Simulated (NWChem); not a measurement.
System: C$_{4}$H$_{6}$OS; SMILES O=C1CCCS1

```xyz
12

O     -0.1704    -2.1948     0.0576
C     -0.1835    -1.0018    -0.0194
C     -1.4077    -0.1171    -0.1930
C     -1.0550     1.2754     0.2953
C      0.3638     1.5673    -0.1868
S      1.2976     0.0199     0.0385
H     -1.6425    -0.1161    -1.2728
H     -2.2563    -0.5865     0.3243
H     -1.0751     1.2966     1.3969
H     -1.7594     2.0408    -0.0641
H      0.3833     1.8454    -1.2526
H      0.8522     2.3683     0.3854
```
Atoms are numbered in this order, from 1.

All runs: NWChem. All runs use the structure optimised with PBE0/def2-SVP. Level: PBE0/def2-SVP with SMD (1 M gas to 1 M solution), gas-phase geometry.

**Question.** Predict the results for solvent water. Quantities: solvation free energy (kcal/mol); cavity-dispersion-structure term (kcal/mol); dipole in solution (D).

**Answer.** 
```json
{
 "solvation free energy (kcal/mol)": "-4.7",
 "cavity-dispersion-structure term (kcal/mol)": "2.9",
 "dipole in solution (D)": "5.55"
}
```
